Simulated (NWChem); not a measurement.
**Atomisation of H$_{3}$BrGe**

SMILES: [Br][GeH3]
```xyz
5

Ge     1.1452     0.0308     0.0000
Br    -1.1851    -0.0318     0.0000
H      1.5914     0.7806     1.2776
H      1.5914     0.7806    -1.2776
H      1.6508    -1.4315     0.0000
```
Charge 0, spin multiplicity 1.

The numbers come from NWChem runs, not from measurements. Structure: optimised with PBE/def2-SVP, a minimum by its harmonic frequencies.

Basis set: def2-TZVP. The atomisation energy is electronic alone: no zero-point, thermal, spin-orbit or counterpoise terms. No value is extrapolated to the basis-set limit. Free atoms are single determinants with multiplicities Ge 3, Br 2, H 2.

The Hamiltonian is non-relativistic. The structure started from a generated list of species. No SCF solution was tested for a lower state. Open-shell Hartree-Fock references start from PBE0 orbitals.

Problem. For the atomisation energy, r2SCAN gives 295.3 kcal/mol and M06-2X gives 287.1 kcal/mol. What do PBE0, PBE, HF give?

Solution. PBE0: 288.5 kcal/mol; PBE: 288.6 kcal/mol; HF: 219.1 kcal/mol.
